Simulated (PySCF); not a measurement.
How ionic is MAs along the alkali metals?

r²SCAN in PySCF with def2-SVP on every atom (core potentials on Rb, Cs), for the lowest determinant that a PBE0 search found; no spin–orbit coupling. A negative dipole means M(+)As(−).

```csv
M,state (unpaired electrons),Re (Å),μ (D)
Na,triplet (π ↑↑),2.763,-6.74
K,triplet (π ↑↑),3.170,-8.82
Rb,triplet (π ↑↑),3.309,-8.98
Cs,triplet (π ↑↑),3.468,-9.20
```

**Question.** Give the ionic character |μ|/(e·Re) of each, with 1 e·Å = 4.803 D, and the positive end.

**Answer.** NaAs 51 % (Na positive), KAs 58 % (K positive), RbAs 57 % (Rb positive), CsAs 55 % (Cs positive). Lone pairs and polarisation enter μ too, so this number is only a rough measure of charge transfer.

Spin–orbit coupling is left out. States were picked by a PBE0 search and need not be the measured ground states.
